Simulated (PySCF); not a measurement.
**Core-level binding energies of GaCl2(NMe2)**

GaCl2(NMe2), C2H6Cl2GaN.
Geometry (PBE0-D3(BJ)/def2-SVP, Å), atoms numbered from 1 in this order:
```
atom  x, y, z in Å
Ga1    0.6861    1.6468   -0.1295
Cl2    2.4558    1.9887   -1.2691
Cl3   -0.2651    3.2888    0.8438
N4     0.0038   -0.0120    0.0030
C5    -1.1678   -0.3068    0.7886
C6     0.5977   -1.1439   -0.6623
H7    -1.9714   -0.7479    0.1681
H8    -1.5658    0.6071    1.2536
H9    -0.9438   -1.0271    1.5989
H10    1.4701   -0.8333   -1.2560
H11    0.9372   -1.9113    0.0599
H12   -0.1213   -1.6319   -1.3481
```

Method used: delta-SCF UKS SCAN, pcX-2 on the ionised atom, pcseg-1 elsewhere, spin-free X2C in PySCF. Binding energies are ΔSCF values: E(core-ionised, relaxed orbitals) − E(ground state) at a fixed geometry, referred to the vacuum level.

Q: List the computed XPS lines with their assignment.

A: 
| atom(s) | environment | level | binding energy (eV) | 2p1/2 (eV) | count |
| --- | --- | --- | --- | --- | --- |
| Cl2/Cl3 | chlorine bonded to Ga | Cl 2p3/2 | 205.71 | 207.37 | 2 |
| C5/C6 | carbon bonded to N and 3 H | C 1s | 291.79 | – | 2 |
| N4 | nitrogen bonded to 2 C and Ga | N 1s | 404.73 | – | 1 |
| Cl2/Cl3 | chlorine bonded to Ga | Cl 1s | 2828.31 | – | 2 |

Q: Which effective nuclear charge Zeff reproduces each element's mean 1s value in the hydrogen-like formula E = 13.606 eV × Zeff²?

A: C (Z = 6): mean 291.8 eV, Zeff = 4.63, Z − Zeff = 1.37; N (Z = 7): mean 404.7 eV, Zeff = 5.45, Z − Zeff = 1.55; Cl (Z = 17): mean 2828.3 eV, Zeff = 14.42, Z − Zeff = 2.58. Means run over the listed sites, weighted by atom count.

Atoms equivalent by their bonding share one computed value, that of the first of them. 2p3/2 and 2p1/2 are the ΔSCF energy of one spin-free 2p hole plus the eigenvalues of a spin–orbit and ligand-field matrix of the shell. 2p1/2 minus 2p3/2 (ligand field included): Cl 1.65 eV. No level of gallium is listed. Geometry: PBE0-D3(BJ)/def2-SVP; no solvent, vibrations or thermal averaging.

Time: 65 s wall; peak memory 0.57 GiB. Hardware: an AMD EPYC with one thread, shared host with 64 logical CPUs at a one-minute load of 59.
